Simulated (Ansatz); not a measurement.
Geometry optimisation, Ansatz, RKS PBE-D4/cc-pVDZ.

input.yaml

```yaml
crystal:
  periodic: [false, false, false]
  atoms:
    - { symbol: B, position_ang: [0.217059, -0.588948, -0.138368] }
    - { symbol: F, position_ang: [-0.666582, 0.969074, 1.636832] }
    - { symbol: H, position_ang: [1.293886, -0.036955, -0.116448] }
    - { symbol: H, position_ang: [-0.664478, -0.333036, -0.930117] }
    - { symbol: "N", position_ang: [0.026305, -1.758149, 0.763584] }
    - { symbol: H, position_ang: [-0.856081, -2.269633, 0.645724] }
    - { symbol: Si, position_ang: [1.243929, -2.466728, 1.862556] }
    - { symbol: H, position_ang: [1.56855, -3.883569, 1.454384] }
    - { symbol: H, position_ang: [2.46106, -1.591147, 1.782347] }
    - { symbol: H, position_ang: [0.716518, -2.496777, 3.278766] }
    - { symbol: H, position_ang: [-0.706866, 0.064967, 1.868341] }
basis:
  gaussian: { orbitals: cc-pVDZ }
hamiltonian:
  xc: pbe
  dispersion: d4
relax:
  f_tol: 0.03
  max_steps: 50
```

Launched with:

```bash
$ ansatz run input.yaml --threads 2 --pin off --max-ram 3072MiB --backend cpu --events-out ev --progress --plain --runs-dir out
```

Problem. Where does it end, and by what steps?

Solution. The run converged. After 14 steps the energy has fallen by 0.160 eV; F2 moved furthest, 1.12 Å.

```tsv
step	energy less start (eV)	largest force component (eV/Å)	accepted
0	0.0000	1.576	yes
1	-0.0854	0.626	yes
2	-0.0841	1.232	no
3	-0.1078	0.512	yes
4	-0.1171	0.113	yes
5	-0.1216	0.098	yes
6	-0.1226	0.723	yes
7	-0.1313	0.337	yes
8	-0.1381	0.569	yes
9	-0.1448	0.605	yes
10	-0.1431	0.232	no
11	-0.1532	0.207	yes
12	-0.1554	0.222	yes
13	-0.1592	0.072	yes
14	-0.1597	0.014	yes
```

```xyz
11
Properties=species:S:1:pos:R:3
B 0.220 -0.728 -0.385
F -0.206 0.434 2.502
H 1.293 -0.162 -0.387
H -0.617 -0.548 -1.247
N -0.067 -1.627 0.674
H -0.955 -2.142 0.619
Si 1.118 -2.235 1.904
H 1.590 -3.602 1.473
H 2.256 -1.263 1.934
H 0.421 -2.358 3.230
H -0.418 -0.160 1.790
```

Time of the run: 26 s on 2 threads of Arm Neoverse V2, with other jobs on the host, peak memory 0.15 GiB.
